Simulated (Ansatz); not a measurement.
A made-up structure of BSiH3Se, singlet:

```tsv
atom	x (Å)	y (Å)	z (Å)
Si1	-0.1149	-0.2153	2.3256
B2	-0.0197	-0.0605	0.4843
Se3	0.1838	-0.3546	-1.3030
H4	-1.0193	-0.5843	-2.1860
H5	1.4606	0.0383	-2.0070
H6	-0.4735	1.1224	2.6392
```

It is relaxed with PBE-D4/def2-SVP and then PBE0-D4/def2-TZVP (Ansatz 0.2.0). Atoms count as bonded within 1.22 times the sum of their covalent radii (H–H: 0.88 Å). The end point is not checked to be a true minimum.

Problem. Does its bonding change? (A judgement: the text doesn't fix the answer.)

Solution. Computed: No: no bond forms or breaks.

Where it ends: The first stage lowers the energy by 0.93 eV in 9 steps. It ends as BSiH₃Se ([SiH][B][SeH2]):
```
6
angstrom
Si -0.1177 -0.1607 2.1822
B -0.0594 0.1204 0.4035
Se 0.2864 -0.7799 -1.2495
H -0.8202 -0.4368 -2.1961
H 1.2189 0.0752 -2.0480
H -0.4911 1.1278 2.8611
```

Labels in which every atom is bracketed show which atoms are joined, not bond orders.

For scale, one of the runs: PBE0-D4/def2-TZVP relaxation, 134 basis functions, launched by `ansatz run in.yaml --threads 2 --pin off --events-out ev --progress --plain --max-ram 4352MiB`. Hardware: 2 CPU threads of an Arm Neoverse V2, shared host. Wall time about 30 s.
